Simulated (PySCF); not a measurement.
C3H5FO3.
Atom-mapped SMILES: `[CH3:1][O:2][C@H:3]([F:4])[C:5](=[O:6])[OH:7]` (hydrogens: H8, H9, H10 on C1; H11 on C3; H12 on O7)

A GFN2-xTB structure was refined with PySCF 2.14.0, PBE0/def2-SVP geometry optimisation, gas phase. Its GFN2-xTB values:

```csv
coordinate,GFN2-xTB
C1–O2,1.420 Å
C1–H8,1.093 Å
O2–C3,1.366 Å
C3–F4,1.378 Å
C3–C5,1.538 Å
C3–H11,1.108 Å
C5=O6,1.192 Å
C5–O7,1.329 Å
O7–H12,0.972 Å
C1–O2–C3,114.2°
O2–C3–F4,111.0°
O2–C3–C5,108.4°
C3–C5–O6,125.7°
C3–C5–O7,109.5°
F4–C3–C5,109.1°
O6–C5–O7,124.7°
C1–O2–C3–F4,-67°
O2–C3–C5–O6,110°
```

How do these coordinates change at the PBE0/def2-SVP level?

| coordinate | PBE0/def2-SVP (Å or °) | change |
| --- | --- | --- |
| C3–F4 | 1.361 | -0.017 |
| C1–O2 | 1.408 | -0.012 |
| C3–C5 | 1.528 | -0.010 |
| C1–H8 | 1.102 | +0.009 |
| C5–O7 | 1.334 | +0.005 |
| O2–C3 | 1.362 | -0.004 |
| C5=O6 | 1.195 | +0.003 |
| C3–H11 | 1.111 | +0.003 |
| O7–H12 | 0.970 | -0.002 |
| C3–C5–O6 | 124.9 | -0.8 |
| C3–C5–O7 | 110.4 | +0.9 |
| O2–C3–C5 | 107.6 | -0.8 |
| O2–C3–F4 | 111.7 | +0.7 |
| C1–O2–C3 | 114.7 | +0.5 |
| F4–C3–C5 | 108.7 | -0.4 |
| O6–C5–O7 | 124.8 | +0.1 |
| C1–O2–C3–F4 | -71 | -4 |
| O2–C3–C5–O6 | 112 | +2 |

The energy falls by 0.030 eV over 9 energy and gradient evaluations, the largest force component goes from 0.0126 to 3.2e-04 Eh/bohr, and the atoms move by 0.036 Å rms after alignment. The bond that changes most is C3–F4 (sp3 C–F carbon to alkyl fluorine), which shortens by 0.017 Å. Bonds longer at the end by more than 0.005 Å: 3 of 11; shorter: 3. Rotational constants go from 4600, 1969, 1512 to 4574, 2007, 1524 MHz.

The run used 123 basis functions and 65 SCF cycles in all.

No frequency check. One conformer, not necessarily the lowest.

The values belong to the conformer `[CH3:1][O:2][C@H:3]([F:4])[C:5](=[O:6])[OH:7]`: C1–O2–C3–F4 -71°, O2–C3–C5–O6 112°, H–O7–C5–C3 179°.
